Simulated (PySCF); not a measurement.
## Two-component Hartree-Fock for Os⁷⁵⁺ (osmium, charge +75)

Start: 1s1; 1s1/2 filled at m_j = +1/2. Calculated with PySCF 2.14 in an uncontracted even-tempered set (15 s from 260 bohr⁻², ratio 2.4; 11 p from 340 bohr⁻², ratio 2.4; 3 d from 1000 bohr⁻², ratio 2.6; 3 f from 1600 bohr⁻², ratio 2.6): generalised Hartree-Fock with the X2C-1e Hamiltonian and a Gaussian nucleus; one run each with spin-orbit coupling (SO) switched off, then screened by Boettger's factors, then bare.

```tsv
spinor shell	electrons	ε, spin-free (eV)	ε, screened SO (eV)	ε, bare SO (eV)	weight of nominal j (screened SO)	rms radius, screened SO (bohr)
1s1/2	1	-85751.6	-85751.6	-85751.6	1.000	0.0198
```

```csv
quantity,spin-free,screened SO,bare SO
E (hartree),-3151.31501,-3151.31501,-3151.31501
M_J,1/2,1/2,1/2
⟨J²⟩,0.750,0.750,0.750
⟨L²⟩,0.000,0.000,0.000
⟨S²⟩,0.750,0.750,0.750
```

Breit and QED terms are absent; they matter most for the inner s and p1/2 levels.

Densities and radii are taken from the X2C orbitals without a picture-change correction, which distorts them close to the nucleus.

Without spin-orbit coupling the j labels of p, d and f shells carry no meaning; the spin-free column gives the mean over the occupied spinors of each nl shell.
